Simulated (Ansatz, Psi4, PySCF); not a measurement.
H₄FNOSi (SMILES N[SiH](O)F), singlet, geometry from GFN2-xTB, atoms displaced at random by about 0.08 Å a coordinate. Base run: PySCF with B3LYP/STO-3G, gradient.

PySCF was given this input:
```python
from pyscf import gto, scf, dft

mol = gto.M(
    atom='''
Si   -0.02142245   -0.14037630   -0.36706221
N     1.53055847   -0.51806582    0.09337132
O    -0.34043048    1.40422664   -0.46635710
F    -0.95435040   -0.71364020    0.88573971
H    -0.43950992   -0.97055740   -1.51161156
H     2.34648981   -0.03661526   -0.14546519
H     1.71213006   -0.59816917    1.19861842
H    -1.25526954    1.77041581   -0.54699582
''',
    basis='sto-3g',
    verbose=4,
)

mf = dft.RKS(mol)
mf.xc = 'b3lyp'
mf.kernel()
g = mf.nuc_grad_method()
grad = g.kernel()
```

Programs used: Ansatz (an electronic-structure program), Psi4, PySCF; a row that names a program was run with it.

The coordinate followed is x of atom 7.

Each row names what was changed in the base input (with any setting that the change needs).

| change | dE/dx (Eh/bohr) | net force (Eh/bohr) |
|---|---|---|
| base | 0.024593 | 0.000200 |
| grids.level = 0; grid_response = on | ___ | 0.000000 |
| finite difference step (bohr) = 1e-5; conv_tol = 1e-11 | 0.024595 | - |
| code = ansatz | 0.024594 | 0.000000 |
| conv_tol = 1e-4 | 0.024589 | 0.000200 |
| finite difference step (bohr) = 0.05; conv_tol = 1e-11 | 0.024599 | - |
| code = psi4 | 0.024586 | 0.000259 |
| conv_tol = 1e-6 | 0.024595 | 0.000200 |
| conv_tol = 1e-11 | 0.024593 | 0.000200 |
| finite difference step (bohr) = 0.01; conv_tol = 1e-11 | 0.024595 | - |
| finite difference step (bohr) = 1e-4; conv_tol = 1e-11 | 0.024595 | - |
| grid_response = on | 0.024595 | 0.000000 |

What belongs in the gaps?


- grids.level = 0; grid_response = on, dE/dx (Eh/bohr): 0.026568

The net force is zero for an exact gradient.
